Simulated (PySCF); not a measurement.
**Ionising SnH**

PBE0; basis Sn def2-TZVPPD with ECP28, H def2-TZVPPD; scalar-relativistic core potentials; PySCF 2.14. Neutral (UKS): doublet (π ↑), Re = 1.778 Å, ωe = 1713 cm⁻¹, De = 2.60 eV, HOMO -4.97 eV, LUMO -3.11 eV.

SnH⁺ (UKS): singlet (closed shell), Re = 1.761 Å, ωe = 1828 cm⁻¹, De = 2.70 eV to Sn⁺ + H. The energies at the minima are -214.85549 hartree for SnH and -214.59071 for SnH⁺.

Task: Work out the adiabatic ionisation energy, without and with harmonic zero-point energies (1 hartree = 27.2114 eV, 1 eV = 8065.5 cm⁻¹), and the change of the bond length.

Result: At PBE0: 0.26478 hartree = 7.205 eV between the minima; the zero-point term (1828.0 − 1713.0)/2 cm⁻¹ = +0.007 eV makes it 7.212 eV. Re changes by -1.7 pm against the neutral. The electron leaves a π orbital, which is non-bonding in a hydride.

SnH⁻ (UKS): triplet (π ↑↑), Re = 1.811 Å, ωe = 1534 cm⁻¹, De = 2.53 eV to Sn⁻ + H. The energies at the minima are -214.85549 hartree for SnH and -214.90179 for SnH⁻.

Task: Work out the adiabatic electron affinity, without and with harmonic zero-point energies (1 hartree = 27.2114 eV, 1 eV = 8065.5 cm⁻¹), and the change of the bond length.

Result: At PBE0: 0.04630 hartree = 1.260 eV between the minima; the zero-point term (1713.0 − 1534.0)/2 cm⁻¹ = +0.011 eV makes it 1.271 eV. Re changes by +3.3 pm against the neutral. The electron enters a π orbital, which is non-bonding in a hydride.

These are scalar-relativistic numbers at best; spin–orbit coupling would shift them, the dissociation energy most. For an ion De counts to the pair picked by the measured ionisation energies or electron affinities, which need not be the lowest pair at this level. The highest Kohn–Sham level is positive in this anion. Much of that is self-interaction error, but it also means that the finite basis helps to hold the extra electron. States were picked by a PBE0 search and need not be the measured ground states.
